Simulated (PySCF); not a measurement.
Stationary points of ScF₂⁺

All numbers come from PySCF, PBE0, basis Sc def2-TZVP, F def2-TZVP (no relativity, density fitting).

Relaxations began from a few typed shapes. The search is not exhaustive: other isomers or separated fragments can lie lower, and high-lying points may rest on an excited occupation.

| spin | group | bonds | angles | imaginary modes (cm⁻¹) | ΔE (kJ/mol) | ΔE with ZPE (kJ/mol) |
| --- | --- | --- | --- | --- | --- | --- |
| singlet | C2v | Sc–F 1.756 Å (×2) | F–Sc–F 114.1° | none | 0.0 | 0.0 |
| singlet | D∞h | Sc–F 1.797 Å (×2) | F–Sc–F 180.0° | 191i, 191i | 53.9 | – |

The lowest minimum found is the singlet C2v: Sc–F 1.756 Å (×2); F–Sc–F 114.1°.

Formally Sc is in oxidation state +3, d0. A d0 centre has no lone pair, yet it is C2v rather than linear: covalent bonding through the d orbitals favours lower symmetry. The polar-tensor charge on Sc, 2.37, is below the formal one.

For the lowest minimum: stability towards spin polarisation was not tested.
